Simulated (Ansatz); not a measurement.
Basis-set extrapolation for H7NSSi2, SMILES `[SiH3]N[SiH2]S` (PBE0-D4/def2-TZVP geometry, frozen core, Ansatz). Multiplicity 1, RHF reference.

|  | def2-TZVPP | def2-QZVPP |
| --- | --- | --- |
| HF | -1034.067672 | -1034.100538 |
| MP2 correlation | -0.642363 | -0.692413 |
| CCSD(T) correlation | -0.729746 | not run |

Energies in hartree. Use E(X) = E(∞) + A·exp(−7.88·√X) for Hartree–Fock and E(X) = E(∞) + B·X^(−2.97) for correlation, with X = 3 and 4, and add CCSD(T) minus MP2 of the smaller set to the MP2 limit.

What is the CCSD(T) energy at the basis-set limit?

HF limit: -1034.100538 + (-0.032866) × 0.13774 = -1034.10506. MP2 limit: -0.692413 + (-0.050050) × 0.74074 = -0.72949. Higher-order term: -0.729746 − (-0.642363) = -0.08738. Total: -1034.92193 hartree, 326.9 kJ/mol below CCSD(T)/def2-TZVPP.
